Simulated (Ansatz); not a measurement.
# Worked example: C3H8SiTe → SiH2(CH3) + C2H3Te

Species: C3H8SiTe `C=C[Te][SiH2]C`, singlet; SiH2(CH3), doublet; C2H3Te `C=C[Te]`, doublet. 

Shapes, held fixed at every level: PBE0-D4/def2-TZVP. Flexible molecules stand in one conformer, not always the lowest. Programs: Ansatz 0.2.0. The zero-point and thermal change to 298 K, harmonic and unscaled (PBE0-D4/def2-TZVP), is -9.0 kJ/mol.

At B2PLYP/def2-TZVPP; 1 Eh = 2625.50 kJ/mol:

```
  species  energy (Eh)
 C3H8SiTe  -676.288017
SiH2(CH3)  -330.413064
   C2H3Te  -345.770840
```

Task: Work out ΔH(298 K) of the reaction at this level.

Result: 
1. Products less reactants: (-330.413064) + (-345.770840) − [(-676.288017)] = 0.104113 Eh = +273.3 kJ/mol.
2. With the thermal change: +273.3 + (-9.0) = +264.3 kJ/mol.

Other levels give +162.8 (HF/def2-SVP) to +282.0 kJ/mol (wB97X-V/def2-TZVPP). No measured value is set beside it here. Spin contamination: C2H3Te (⟨S²⟩ up to 0.92). Open shells run unrestricted unless RO is named. For atoms past krypton def2 sets carry core potentials with scalar relativity. Correlated rows may include outer-core shells of Te, which these sets cover unevenly.
